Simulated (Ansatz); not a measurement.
Name a neutral molecule of C, N, Si and H with ideal-gas entropy at 298 K and 1 bar (rigid rotor, harmonic PBE0-D4/def2-TZVP) between 309 and 325 J/(mol·K) and LUMO energy (ωB97M-V/def2-TZVPP) between 1.25 and 1.55 eV (Ansatz, PBE0-D4/def2-TZVP geometry).

`NC1(N)N[SiH2]1` (324 J/(mol·K), 1.48 eV); `CC(=N)[SiH3]` (320 J/(mol·K), 1.51 eV); `C[SiH2]C=N` (324 J/(mol·K), 1.26 eV); `C=N[SiH2]C` (321 J/(mol·K), 1.37 eV); `C=N[SiH2]N` (318 J/(mol·K), 1.40 eV); `[SiH3]C1N[SiH2]1` (323 J/(mol·K), 1.31 eV). Other molecules can fit too; these were computed, each in one conformer that needn't be the lowest.
